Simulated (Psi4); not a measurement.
Cl$_{2}$La, sextet, geometry from GFN2-xTB of the parent state (such geometries of metal compounds can be far from the true shape) (the multiplicity is a formal guess) (core potentials on La); M06-2X/def2-SVP run with Psi4.

Psi4 was given this input:
```
memory 2 GB

molecule {
0 6
  La    0.36485616   -0.02410135    0.43097571
  Cl    0.88248530    0.35302679   -1.96996053
  Cl   -2.10582653   -0.27221638    0.52492433
}

set basis def2-svp
set reference uks

energy('m06-2x')
print_variables()
```

**Question.** Predict the main parts of the log of this Psi4 run.

**Answer.** 
```
   => Loading Basis Set <=

    Name: DEF2-SVP
    Role: ORBITAL
    Keyword: BASIS

    !!!  WARNING: ECP capability is in beta. Please check occupations closely.  !!!

         ---------------------------------------------------------
                                   SCF
               by Justin Turney, Rob Parrish, Andy Simmonett
                          and Daniel G. A. Smith
                              UKS Reference
         ---------------------------------------------------------

  ==> Geometry <==

    Molecular point group: cs
    Full point group: Cs

    Geometry (in Angstrom), charge = 0, multiplicity = 6:

       Center              X                  Y                   Z               Mass
    ------------   -----------------  -----------------  -----------------  -----------------
         LA          -0.385653149814    -0.328471824029     0.000000000000   138.906356300000
         CL           2.044230587897    -0.848400098229     0.000000000000    34.968852682000
         CL          -0.512305182069     2.153184805866     0.000000000000    34.968852682000

  Running in cs symmetry.

  Rotational constants: A =      0.15837  B =      0.06202  C =      0.04457 [cm^-1]
  Rotational constants: A =   4747.77674  B =   1859.36337  C =   1336.10640 [MHz]
  Nuclear repulsion =  118.434481669532545

  Charge       = 0
  Multiplicity = 6
  Electrons    = 45
  Nalpha       = 25
  Nbeta        = 20

  ==> Algorithm <==

  SCF Algorithm Type is DF.
  DIIS enabled.
  MOM disabled.
  Fractional occupation disabled.
  Guess Type is SAD.
  Energy threshold   = 1.00e-06
  Density threshold  = 1.00e-06
  Integral threshold = 1.00e-12

  ==> Primary Basis <==

  Basis Set: DEF2-SVP
    Blend: DEF2-SVP
    Number of shells: 28
    Number of basis functions: 68
    Number of Cartesian functions: 75
    Spherical Harmonics?: true
    Max angular momentum: 3

  Core potential: DEF2-SVP
    Number of shells: 4
    Number of ECP primitives: 10
    Number of ECP core electrons: 46
    Max angular momentum: 3

  ==> DFT Potential <==

   => LibXC <=

    Version 7.1.2
    S. Lehtola, C. Steigemann, M. J. T. Oliveira, and M. A. L. Marques,  SoftwareX 7, 1–5 (2018) (10.1016/j.softx.2017.11.002)

   => Composite Functional: M06-2X <=

    Hybrid M06-2X Meta-GGA XC Functional  (10.1007/s00214-007-0310-x)
    Y. Zhao and D. G. Truhlar,  Theor. Chem. Acc., 120, 215, 2008

    Deriv               =              1
    GGA                 =           TRUE
    Meta                =           TRUE

    Exchange Hybrid     =           TRUE
    MP2 Hybrid          =          FALSE

   => Exchange Functionals <=

    1.0000   XC_HYB_MGGA_X_M06_2X

   => Exact (HF) Exchange <=

    0.5400               HF

   => Correlation Functionals <=

    1.0000   XC_MGGA_C_M06_2X

   => LibXC Density Thresholds  <==

    XC_MGGA_C_M06_2X:  1.00E-12
    XC_HYB_MGGA_X_M06_2X:  1.00E-15

   => Molecular Quadrature <=

    Radial Scheme          =       TREUTLER
    Pruning Scheme         =           NONE
    Nuclear Scheme         =       TREUTLER

    Blocking Scheme        =         OCTREE
    BS radius alpha        =              1
    Pruning alpha          =              1
    Radial Points          =             75
    Spherical Points       =            302
    Total Points           =          65506
    Total Blocks           =            581
    Max Points             =            256
    Max Functions          =             63
    Weights Tolerance      =       1.00E-15

   => Loading Basis Set <=

    Name: (DEF2-SVP AUX)
    Role: JKFIT
    Keyword: DF_BASIS_SCF

  ==> Integral Setup <==

  SCF_SUBTYPE=INCORE selected. In-core MEM_DF algorithm will be used.
  Using in-core AOs.

  ==> MemDFJK: Density-Fitted J/K Matrices <==

    J tasked:                   Yes
    K tasked:                   Yes
    wK tasked:                   No
    Algorithm:                 Core
    Schwarz Cutoff:           1E-12
    Mask sparsity (%):       3.9360
    Fitting Condition:        1E-10

   => Auxiliary Basis Set <=

  Basis Set: (DEF2-SVP AUX)
    Blend: DEF2-UNIVERSAL-JKFIT
    Number of shells: 121
    Number of basis functions: 483
    Number of Cartesian functions: 651
    Spherical Harmonics?: true
    Max angular momentum: 6

  Minimum eigenvalue in the overlap matrix is 9.9814381700E-03.
  Reciprocal condition number of the overlap matrix is 2.6898345854E-03.
    Using symmetric orthogonalization.

  ==> Pre-Iterations <==

  SCF Guess: Superposition of Atomic Densities via on-the-fly atomic UHF (no occupation information).

   -------------------------
    Irrep   Nso     Nmo
   -------------------------
     A'        48      48
     A"        20      20
   -------------------------
    Total      68      68
   -------------------------

  ==> Iterations <==

                           Total Energy        Delta E     RMS |[F,P]|

   @DF-UKS iter SAD:  -951.47478279162260   -9.51475e+02   0.00000e+00
   @DF-UKS iter   1:  -951.12905993579841    3.45723e-01   4.80321e-03 ADIIS/DIIS
   @DF-UKS iter   2:  -951.13314483702493   -4.08490e-03   4.77672e-03 ADIIS/DIIS
   @DF-UKS iter   3:  -951.09836430996734    3.47805e-02   6.25513e-03 ADIIS/DIIS
   @DF-UKS iter   4:  -951.18208071886113   -8.37164e-02   6.40202e-04 ADIIS/DIIS
   @DF-UKS iter   5:  -951.18992562151789   -7.84490e-03   6.88804e-04 ADIIS/DIIS
   @DF-UKS iter   6:  -951.18898335553229    9.42266e-04   6.55443e-04 ADIIS/DIIS
   @DF-UKS iter   7:  -951.18042861733795    8.55474e-03   2.93277e-04 ADIIS/DIIS
   @DF-UKS iter   8:  -951.18084777513866   -4.19158e-04   1.42768e-04 ADIIS/DIIS
   @DF-UKS iter   9:  -951.18113988399034   -2.92109e-04   1.28918e-04 ADIIS/DIIS
   @DF-UKS iter  10:  -951.18139652125478   -2.56637e-04   1.17914e-04 ADIIS/DIIS
   @DF-UKS iter  11:  -951.18184537358809   -4.48852e-04   6.45038e-05 DIIS
   @DF-UKS iter  12:  -951.18210306086712   -2.57687e-04   5.48560e-05 DIIS
[...]
   @DF-UKS iter  30:  -951.18326883706686   -1.62086e-06   4.05058e-06 DIIS
   @DF-UKS iter  31:  -951.18326989010870   -1.05304e-06   3.90475e-06 DIIS
   @DF-UKS iter  32:  -951.18327195234497   -2.06224e-06   4.30609e-06 DIIS
   @DF-UKS iter  33:  -951.18327701545059   -5.06311e-06   3.69971e-06 DIIS
   @DF-UKS iter  34:  -951.18328270783127   -5.69238e-06   3.40726e-06 DIIS
   @DF-UKS iter  35:  -951.18328341916617   -7.11335e-07   3.19207e-06 DIIS
   @DF-UKS iter  36:  -951.18328476409340   -1.34493e-06   3.42474e-06 DIIS
   @DF-UKS iter  37:  -951.18328933456837   -4.57047e-06   3.10021e-06 DIIS
   @DF-UKS iter  38:  -951.18329196533728   -2.63077e-06   2.70577e-06 DIIS
   @DF-UKS iter  39:  -951.18329599041124   -4.02507e-06   2.35712e-06 DIIS
   @DF-UKS iter  40:  -951.18329788016490   -1.88975e-06   2.18933e-06 DIIS
   @DF-UKS iter  41:  -951.18329859088385   -7.10719e-07   2.22269e-06 DIIS
   @DF-UKS iter  42:  -951.18330025508055   -1.66420e-06   2.30597e-06 DIIS
   @DF-UKS iter  43:  -951.18330271352443   -2.45844e-06   4.52988e-06 DIIS
   @DF-UKS iter  44:  -951.18330384327373   -1.12975e-06   2.88171e-06 DIIS
   @DF-UKS iter  45:  -951.18330542139097   -1.57812e-06   2.33723e-06 DIIS
   @DF-UKS iter  46:  -951.18330695865427   -1.53726e-06   1.43338e-06 DIIS
   @DF-UKS iter  47:  -951.18330891806102   -1.95941e-06   1.71947e-06 DIIS
   @DF-UKS iter  48:  -951.18330902041930   -1.02358e-07   1.52479e-06 DIIS
   @DF-UKS iter  49:  -951.18330906181131   -4.13920e-08   1.50263e-06 DIIS
   @DF-UKS iter  50:  -951.18331021904862   -1.15724e-06   1.77621e-06 DIIS
   @DF-UKS iter  51:  -951.18331058059300   -3.61544e-07   1.40184e-06 DIIS
   @DF-UKS iter  52:  -951.18331079210475   -2.11512e-07   1.30651e-06 DIIS
   @DF-UKS iter  53:  -951.18331031399111    4.78114e-07   1.36614e-06 DIIS
   @DF-UKS iter  54:  -951.18331062093478   -3.06944e-07   1.19854e-06 DIIS
   @DF-UKS iter  55:  -951.18331076513073   -1.44196e-07   1.34150e-06 DIIS
   @DF-UKS iter  56:  -951.18331077506627   -9.93555e-09   1.29510e-06 DIIS
   @DF-UKS iter  57:  -951.18331045241325    3.22653e-07   1.49483e-06 DIIS
   @DF-UKS iter  58:  -951.18330995719953    4.95214e-07   1.50781e-06 DIIS
   @DF-UKS iter  59:  -951.18331076896175   -8.11762e-07   1.48869e-06 DIIS
   @DF-UKS iter  60:  -951.18331081444126   -4.54795e-08   1.46556e-06 DIIS
   @DF-UKS iter  61:  -951.18331197904536   -1.16460e-06   1.42760e-06 DIIS
   @DF-UKS iter  62:  -951.18331587057207   -3.89153e-06   2.70950e-06 DIIS
   @DF-UKS iter  63:  -951.18331611896633   -2.48394e-07   1.79772e-06 DIIS
   @DF-UKS iter  64:  -951.18332094398670   -4.82502e-06   6.07271e-06 DIIS
   @DF-UKS iter  65:  -951.18331947277863    1.47121e-06   2.20292e-06 DIIS
   @DF-UKS iter  66:  -951.18332199250176   -2.51972e-06   6.36644e-06 DIIS
   @DF-UKS iter  67:  -951.18332195741993    3.50818e-08   7.50196e-06 DIIS
   @DF-UKS iter  68:  -951.18332165675747    3.00662e-07   3.89340e-06 DIIS
   @DF-UKS iter  69:  -951.18332185234556   -1.95588e-07   2.08995e-06 DIIS
   @DF-UKS iter  70:  -951.18332499246264   -3.14012e-06   3.68654e-06 DIIS
   @DF-UKS iter  71:  -951.18332454530378    4.47159e-07   9.48156e-07 DIIS
  Energy and wave function converged.

  ==> Post-Iterations <==

   Electrons on quadrature grid:
      Nalpha   =   24.9999687350 ; deviation = -3.127e-05
      Nbeta    =   19.9999802490 ; deviation = -1.975e-05
      Ntotal   =   44.9999489840 ; deviation = -5.102e-05

   @Spin Contamination Metric:   1.136605017E-02
   @S^2 Expected:                8.750000000E+00
   @S^2 Observed:                8.761366050E+00
   @S   Expected:                2.500000000E+00
   @S   Observed:                2.500000000E+00

    Orbital Energies [Eh]
    ---------------------

    Alpha Occupied:

[...]
      19Ap    -0.114125

    Alpha Virtual:

[...]
      48Ap    33.392900

    Beta Occupied:

[...]
    Beta Virtual:

[...]
    Final Occupation by Irrep:
             Ap   App
    DOCC [    16,    4 ]
    SOCC [     3,    2 ]
    NA   [    19,    6 ]
    NB   [    16,    4 ]

  @DF-UKS Final Energy:  -951.18332454530378

   => Energetics <=

    Nuclear Repulsion Energy =            118.4344816695325449
    One-Electron Energy =               -1556.2051156904631171
    Two-Electron Energy =                 515.4056253284365994
    DFT Exchange-Correlation Energy =     -28.8183158528097962
    Empirical Dispersion Energy =           0.0000000000000000
    VV10 Nonlocal Energy =                  0.0000000000000000
    Total Energy =                       -951.1833245453037762

  UHF NO Occupations:
  HONO-2 :    5App 1.0000000
  HONO-1 :    6App 1.0000000
  HONO-0 :   19 Ap 1.0000000
  LUNO+0 :   20 Ap 0.0033960
  LUNO+1 :    7App 0.0012611
  LUNO+2 :   21 Ap 0.0002008
  LUNO+3 :   22 Ap 0.0001874

Computation Completed

Properties will be evaluated at   0.000000,   0.000000,   0.000000 [a0]

Properties computed using the SCF density matrix

 Multipole Moments:

 ------------------------------------------------------------------------------------
     Multipole            Electronic (a.u.)      Nuclear  (a.u.)        Total (a.u.)
 ------------------------------------------------------------------------------------

 L = 1.  Multiply by 2.5417464519 to convert [e a0] to [Debye]
 Dipole X            :        -39.9746102           41.1970637            1.2224535
 Dipole Y            :        -33.9472645           35.0887181            1.1414536
 Dipole Z            :          0.0000000            0.0000000            0.0000000
 Magnitude           :                                                    1.6725157

 ------------------------------------------------------------------------------------

  Variable Map:
  ----------------------------------------------------------------------------
[...]
  Array Variable Map:
  ----------------------------------------------------------------------------
[...]
[...]
```
